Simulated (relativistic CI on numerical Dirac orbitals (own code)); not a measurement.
Slater and spin-orbit integrals, Pb LXVI

Calculated at this level of theory: Dirac-Coulomb-Breit CI, KLI orbitals optimised for each configuration, a model potential for QED, unscaled Slater integrals (own radial code, finite nucleus).

Slater integrals F^k, G^k are unscaled and averaged over j, outside the closed core [Ne]; ζ comes from projecting the Hamiltonian with its Breit term on Σ l·s of the shell.

- 3s²3p⁵: ζ(3p) = 3.0914e+06 cm⁻¹; <r>(3p) = 0.1612, <r^2>(3p) = 0.03019 (bohr units).
- 3s²3p⁴3d: F^2(3p,3p) = 601520, ζ(3p) = 3.0898e+06, F^2(3p,3d) = 609160, G^1(3p,3d) = 633200, G^3(3p,3d) = 426980, ζ(3d) = 410550 cm⁻¹; <r>(3p) = 0.1613, <r^2>(3p) = 0.03022, <r>(3d) = 0.1439, <r^2>(3d) = 0.0239 (bohr units).
- 3s3p⁵3d: G^1(3s,3p) = 770710, ζ(3p) = 3.0897e+06, G^2(3s,3d) = 494820, F^2(3p,3d) = 608950, G^1(3p,3d) = 633090, G^3(3p,3d) = 426870, ζ(3d) = 412060 cm⁻¹; <r>(3s) = 0.1629, <r^2>(3s) = 0.0304, <r>(3p) = 0.1613, <r^2>(3p) = 0.03024, <r>(3d) = 0.144, <r^2>(3d) = 0.02392 (bohr units).

Averages of the first 10 configurations, taken without configuration mixing, which lowers the lowest level and can move excited configurations by several eV; other configurations of the list can lie among them:

```csv
Configuration,Parity,States,Average energy above the lowest level (eV)
3s²3p⁵,odd,6,200.6
3s²3p⁴3d,even,150,753.2
3s3p⁶,even,2,837.7
3s3p⁵3d,odd,120,1378.7
3s3p⁴3d²,even,1350,1929.9
3p⁶3d,even,10,2030.9
3s²3p³3d4p,even,1200,4305.9
3s²3p⁴4s,even,30,3508.7
3s3p⁴3d4s,even,600,4676.1
3p⁶4s,even,2,4792.8
```
